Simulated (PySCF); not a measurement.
CH₅S, charge +1.

```xyz
7

C     -1.2002    -0.0293     0.0000
S      0.6207     0.1112     0.0000
H     -1.5395     0.4936     0.8923
H     -1.5395     0.4936    -0.8923
H     -1.5023    -1.0719     0.0000
H      0.9256    -0.7596     0.9898
H      0.9256    -0.7596    -0.9898
```
Charge +1, spin multiplicity 1.

Geometry: B3LYP-D3(BJ)/def2-TZVP. The isomer is the one that the SMILES or the coordinates give; other isomers of the formula were not compared.

All values below come from PBE0/pcSseg-2 (PySCF). Non-relativistic, no solvent.

**Question.** Give the absolute GIAO shielding of each atom: isotropic value and principal components (ppm). (An estimate is asked for; the answer gives what the named calculation found.)

**Answer.** 
```
atom  σ(iso)    σ11    σ22    σ33   span
----  ------  -----  -----  -----  -----
C1     168.6  154.0  161.5  190.4   36.5
S2     546.4  433.5  599.4  606.4  172.9
H3      28.4   23.5   25.8   35.9   12.4
H4      28.4   23.5   25.8   35.9   12.4
H5      28.1   22.6   26.0   35.7   13.1
H6      25.7   20.1   22.1   35.0   14.9
H7      25.7   20.1   22.1   35.0   14.9
```
